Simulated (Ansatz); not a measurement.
The cluster Bi3⁺: single points at one geometry.

```yaml
crystal:
  periodic: [false, false, false]
  atoms:
    - {symbol: Bi, position_ang: [-1.087064, -0.215363, 1.269811]}
    - {symbol: Bi, position_ang: [1.562452, -0.621543, 0.113724]}
    - {symbol: Bi, position_ang: [-0.475388, 0.836907, -1.383534]}
basis:
  gaussian: {orbitals: def2-TZVP, initial_orbitals: start.molden}
total_charge: 1
hamiltonian: {xc: {name: B3LYP}, dispersion: d4}
scf: {omitted_lower_state_checks: [starts]}
output: {orbitals: {seedname: orbitals}}
```

The file start.molden holds the orbitals of an earlier run on this structure, at another level or in another basis.

```sh
$ ansatz run in.yaml --threads 2 --pin off --events-out ev --progress --plain --max-ram 4352MiB
```

Output, abridged:

```
Functional definition: B3LYP
  name "B3LYP"
  cite "Stephens, Devlin, Chabalowski & Frisch, J. Phys. Chem. 98, 11623 (1994) doi:10.1021/j100096a001"
  cite "Becke, Phys. Rev. A 38, 3098 (1988) doi:10.1103/PhysRevA.38.3098"
  cite "Lee, Yang & Parr, Phys. Rev. B 37, 785 (1988) doi:10.1103/PhysRevB.37.785"
  cite "Vosko, Wilk & Nusair, Can. J. Phys. 58, 1200 (1980) doi:10.1139/p80-159"
  parameter a0 = 0.2
  parameter ax = 0.72
  parameter ac = 0.81
  exchange = (1 - a0 - ax)*slater_x + ax*b88_x + a0*exact_x
  correlation = (1 - ac)*vwn_rpa_c + ac*lyp_c
these checks for a lower state are left out or cut short: starts
1215 factors; their error is unknown
mean field evaluation 1: about -17523.6264 eV, gradient 6.0e0 eV
mean field evaluation 2: about -17523.6592 eV, gradient 5.0e-2 eV
mean field evaluation 4: about -17523.8234 eV, gradient 1.3e-4 eV
mean field evaluation 8: about -17523.8234 eV, gradient 2.3e-5 eV
mean field -17523.82342249 eV, -643.9886327025 hartree, gradient 2.3e-5 eV, S^2 0.000000; 0 other end points of the search recorded, 0 dependent functions left out
reference -17523.82363035 eV, -643.9886403410 hartree; 34, 34 occupied and 116, 116 virtual orbitals, 1215 factors
Total energy: -17524.09877452 eV, -643.9987517028 hartree
Checks for a lower state left out: starts
```

It took 1.9 s on 2 threads of Intel Xeon 6975P-C on a shared host.

First input, but with `hamiltonian: {xc: pbe}`, `correlation: {method: rpa}` and without the key `output` (abridged; 3.8 s):

```
Functional definition: PBE
mean field -17520.50927255 eV, -643.8668399385 hartree, gradient 7.1e-7 eV, S^2 0.000000
12 core orbitals not correlated: weight in the atoms' cores, before any rotation towards them, 1.000 or more for the frozen orbitals, at most 0.000 for the correlated occupied ones
Total energy: -17470.63144064 eV, -642.0338634243 hartree
Checks for a lower state left out: starts
```

First input, but with `hamiltonian: {xc: {text: "exchange = 0.85*pbe_x + 0.15*exact_x\ncorrelation = pbe_c"}}` (abridged; 1.7 s):

```
Functional definition: unnamed
mean field -17519.02111909 eV, -643.8121513074 hartree, gradient 2.4e-5 eV, S^2 0.000000
Total energy: -17519.02114919 eV, -643.8121524139 hartree
Checks for a lower state left out: starts
```

The first input with `hamiltonian: {xc: {text: "exchange = 0.65*pbe_x + 0.35*exact_x\ncorrelation = pbe_c"}}` (abridged; 1.9 s):

```
Functional definition: unnamed
mean field -17517.13054578 eV, -643.7426740201 hartree, gradient 2.0e-5 eV, S^2 0.000000
Total energy: -17517.13056891 eV, -643.7426748697 hartree
Checks for a lower state left out: starts
```

As the first input, with `hamiltonian: {xc: hf}` (abridged; 1.4 s):

```
Functional definition: HF
mean field -17430.05183406 eV, -640.5425903884 hartree, gradient 4.1e-6 eV, S^2 0.000000
Total energy: -17430.05183406 eV, -640.5425903884 hartree
Checks for a lower state left out: starts
```

Geometry: B3LYP-D4/def2-SVP.

In the def2 sets Bi takes a core potential; there is no spin–orbit coupling. B3LYP takes the VWN-RPA correlation. Correlated methods freeze 12 core orbitals; core or outer-core shells of Bi are correlated, in sets that lack core-valence functions. At HF/def2-TZVP the restricted singlet is unstable: a solution with broken spin symmetry lies lower. The structure comes from a short search, and lower isomers may exist.
